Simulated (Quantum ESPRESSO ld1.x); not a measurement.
ld1.x (Quantum ESPRESSO 7.5) input

```
 &input
    atom='Sr',
    iswitch=1,
    rel=2,
    dft='PBE',
    config='[Ar] 3d10 4s2 4p4',
    rel_dist='energy',
    verbosity='high',
    lsmall=.true.,
    prefix='ld1',
    max_out_wfc=37,
    file_charge='ld1.rho',
 /
```

Command: `OMP_NUM_THREADS=1 ld1.x < ld1.in > ld1.out`

Output:

```
     Program LD1 v.7.5 starts

     --------------------------- All-electron run ----------------------------

     dirac relativistic calculation

     atomic number is 38.00
     dft =PBE   lsd =0 sic =0 latt =0  beta=0.20 tr2=1.0E-14
     Exchange-correlation= PBE
                           (   1   4   3   4   0   0   0)
     mesh =2031 r(mesh) =  99.72474 a.u. xmin = -8.00 dx = 0.00800
     1 Ry =  13.60569312 eV, c = 137.03599908

     n l j   nl                  e(Ry)          e(Ha)          e(eV)
     Spin orbit split results
     1 0 0.5 1S 1( 2.00)   -1174.503605734    -587.251802867 -15979.9356315
     2 0 0.5 2S 1( 2.00)    -162.069541349     -81.034770675  -2205.0684442
     2 1 0.5 2P 1( 2.00)    -147.814929391     -73.907464695  -2011.1245683
     2 1 1.5 2P 1( 4.00)    -142.785746068     -71.392873034  -1942.6990433
     3 0 0.5 3S 1( 2.00)     -28.016662119     -14.008331060   -381.1861071
     3 1 0.5 3P 1( 2.00)     -22.837810346     -11.418905173   -310.7242392
     3 1 1.5 3P 1( 4.00)     -22.065273537     -11.032636769   -300.2133404
     3 2 1.5 3D 1( 4.00)     -12.976278290      -6.488139145   -176.5512603
     3 2 2.5 3D 1( 6.00)     -12.841084376      -6.420542188   -174.7118534
     4 0 0.5 4S 1( 2.00)      -6.175896091      -3.087948045    -84.0273470
     4 1 0.5 4P 1( 2.00)      -4.812640278      -2.406320139    -65.4793067
     4 1 1.5 4P 1( 2.00)      -4.709982146      -2.354991073    -64.0825717
     Averaged results
     1 0     1S 1( 2.00)   -1174.503605734    -587.251802867 -15979.9356315
     2 0     2S 1( 2.00)    -162.069541349     -81.034770675  -2205.0684442
     2 1     2P 1( 6.00)    -144.462140509     -72.231070255  -1965.5075517
     3 0     3S 1( 2.00)     -28.016662119     -14.008331060   -381.1861071
     3 1     3P 1( 6.00)     -22.322785807     -11.161392903   -303.7169733
     3 2     3D 1(10.00)     -12.895161942      -6.447580971   -175.4476162
     4 0     4S 1( 2.00)      -6.175896091      -3.087948045    -84.0273470
     4 1     4P 1( 4.00)      -4.744201523      -2.372100761    -64.5481500

     final scf error:  6.5E-15 reached in  35 iterations

     Etot =   -6351.029220 Ry,   -3175.514610 Ha,  -86410.154577 eV

     Ekin =    6542.691164 Ry,    3271.345582 Ha,   89017.848173 eV
     Encl =  -15209.822308 Ry,   -7604.911154 Ha, -206940.174775 eV
     Eh   =    2523.463867 Ry,    1261.731933 Ha,   34333.474978 eV
     Exc  =    -207.361942 Ry,    -103.680971 Ha,   -2821.302953 eV

     normalization and overlap integrals

     s(1S/1S) =  1.000000  <r> =   0.0392  <r2> =    0.0021  r(max) =   0.0255
     LC norm =  0.98091779 + SC norm =  0.01908221 =  1.00000000
     s(1S/2S) =  0.000000
     s(1S/3S) = -0.000000
     s(1S/4S) =  0.000000
     s(2S/2S) =  1.000000  <r> =   0.1722  <r2> =    0.0350  r(max) =   0.1446
     LC norm =  0.99616413 + SC norm =  0.00383587 =  1.00000000
     s(2S/3S) =  0.000000
     s(2S/4S) =  0.000000
     s(2P/2P) =  1.000000  <r> =   0.1475  <r2> =    0.0267  r(max) =   0.1138
     LC norm =  0.99616616 + SC norm =  0.00383384 =  1.00000000
     s(2P/3P) =  0.000000
     s(2P/4P) =  0.000000
     s(2P/2P) =  1.000000  <r> =   0.1516  <r2> =    0.0281  r(max) =   0.1175
     LC norm =  0.99627072 + SC norm =  0.00372928 =  1.00000000
     s(2P/3P) =  0.000000
     s(2P/4P) = -0.000000
     s(3S/3S) =  1.000000  <r> =   0.4915  <r2> =    0.2774  r(max) =   0.4362
     LC norm =  0.99903059 + SC norm =  0.00096941 =  1.00000000
     s(3S/4S) =  0.000000
     s(3P/3P) =  1.000000  <r> =   0.4908  <r2> =    0.2813  r(max) =   0.4259
     LC norm =  0.99908304 + SC norm =  0.00091696 =  1.00000000
     s(3P/4P) =  0.000000
     s(3P/3P) =  1.000000  <r> =   0.5011  <r2> =    0.2931  r(max) =   0.4328
     LC norm =  0.99911109 + SC norm =  0.00088891 =  1.00000000
     s(3P/4P) =  0.000000
     s(3D/3D) =  1.000000  <r> =   0.4944  <r2> =    0.2976  r(max) =   0.3747
     LC norm =  0.99922623 + SC norm =  0.00077377 =  1.00000000
     s(3D/3D) =  1.000000  <r> =   0.4980  <r2> =    0.3019  r(max) =   0.3777
     LC norm =  0.99923429 + SC norm =  0.00076571 =  1.00000000
     s(4S/4S) =  1.000000  <r> =   1.2988  <r2> =    1.9038  r(max) =   1.1670
     LC norm =  0.99979823 + SC norm =  0.00020177 =  1.00000000
     s(4P/4P) =  1.000000  <r> =   1.4270  <r2> =    2.3138  r(max) =   1.2642
     LC norm =  0.99983110 + SC norm =  0.00016890 =  1.00000000
     s(4P/4P) =  1.000000  <r> =   1.4516  <r2> =    2.3935  r(max) =   1.2846
     LC norm =  0.99983564 + SC norm =  0.00016436 =  1.00000000

     LC charge = 33.91549128 + SC charge =  0.08450872 = 34.00000000

     ------------------------ End of All-electron run ------------------------
```

Run on one thread of a shared host, so times are rough (Intel(R) Xeon(R) Processor @ 2.60GHz): 0.62 s of CPU time, 1.1 s wall, 35 iterations on 2031 mesh points.
